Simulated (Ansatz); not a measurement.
```yaml
crystal:
  periodic: [false, false, false]
  atoms:
    - {symbol: O, position_ang: [-0.582294, -0.434974, 1.481059]}
    - {symbol: C, position_ang: [0.335647, 0.124328, 0.721108]}
    - {symbol: B, position_ang: [0.128072, 0.632997, -0.728508]}
    - {symbol: S, position_ang: [0.845969, -1.133267, -0.979517]}
    - {symbol: S, position_ang: [-1.098524, -0.569734, -1.483915]}
    - {symbol: H, position_ang: [1.252875, 0.307199, 1.280309]}
    - {symbol: H, position_ang: [0.576754, 1.595533, -1.258749]}
    - {symbol: H, position_ang: [-1.366298, -0.579281, 0.912516]}
basis:
  gaussian: {orbitals: cc-pVTZ, nuclear_model: gaussian}
magnetization: {spin_polarized: true, initial_magnetization: 8}
hamiltonian: {xc: {name: B97M-V}, pseudopotentials: {relativity: none}}
```

```sh
$ ansatz run in.yaml --threads 2 --pin off --events-out ev --progress --plain --max-ram 4352MiB
```

It prints (some lines left out):

```
Functional definition: B97M-V
1259 factors; their error is unknown
mean field evaluation 1: about -25442.2051 eV, gradient 4.7e1 eV
mean field evaluation 2: about -25316.3092 eV, gradient 1.4e2 eV
mean field evaluation 4: about -25436.0797 eV, gradient 5.6e1 eV
mean field evaluation 8: about -25455.1194 eV, gradient 1.3e0 eV
mean field evaluation 16: about -25455.0883 eV, gradient 9.8e-3 eV
mean field evaluation 32: about -25455.0883 eV, gradient 7.0e-5 eV
mean field -25455.08828136 eV, -935.4572402613 hartree, gradient 2.6e-5 eV, S^2 20.011441; 8 other end points of the search recorded, 0 dependent functions left out
reference -25455.08833775 eV, -935.4572423338 hartree; 31, 23 occupied and 169, 177 virtual orbitals, 1259 factors
Total energy: -25455.08833775 eV, -935.4572423338 hartree
```

Question: Something in this input is off. What?

Answer: The spin is set far too high for this molecule. Self-consistency was reached. The result belongs to that input, not to the molecule as meant.
